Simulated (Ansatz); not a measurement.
Total energies of `CN(C)c1ccc(C#Cc2ccc(C#Cc3ccc(C#Cc4ccc(C#CC#N)cc4)cc3)cc2)cc1` from Ansatz at PBE0-D4/def2-SVP, gas phase (1 Eh = 27.2114 eV = 2625.5 kJ/mol). The reference geometry is relaxed at r2SCAN-D4/def2-SVP.

```
                state   geometry  energy (Eh)
     charge 0 singlet  reference  -1453.55141
     charge 1 doublet  reference  -1453.31511
    charge -1 doublet  reference  -1453.61656
free C atom (triplet)          –    -37.76066
free N atom (quartet)          –    -54.47898
free H atom (doublet)          –     -0.50029
```

Single mean-field runs in def2-SVP are fitted with def2-universal-jkfit.

(1) Work out the vertical ionisation energy to the doublet.

(2) Work out the vertical electron affinity, to the doublet.

(3) Give the fundamental gap IE − EA, the Mulliken electronegativity (IE + EA)/2 and the hardness (IE − EA)/2.

(4) What is the binding energy per atom against free atoms?

(1) E(charge 1 doublet) − E(charge 0 singlet) = -1453.31511 − (-1453.55141) = 0.23630 Eh = 6.43 eV. For comparison, −ε of the highest occupied level is 5.40 eV at this level, 1.03 eV less.

(2) E(charge 0 singlet) − E(charge -1 doublet) = -1453.55141 − (-1453.61656) = 0.06515 Eh = 1.77 eV. The basis lacks diffuse functions, which makes affinities too small.

(3) From the values in Eh: IE − EA = 0.23630 − 0.06515 = 0.17115 Eh = 4.66 eV; (IE + EA)/2 = 4.10 eV; (IE − EA)/2 = 2.33 eV. The HOMO–LUMO gap of the same run is 2.72 eV, 1.94 eV smaller than the fundamental gap.

(4) Atoms: 35 × (-37.76066) + 2 × (-54.47898) + 22 × (-0.50029) = -1441.58744 Eh. Binding: -1441.58744 − (-1453.55141) = 11.96397 Eh = 325.56 eV, or 5.52 eV for each of 59 atoms (no zero-point energy, no counterpoise term).
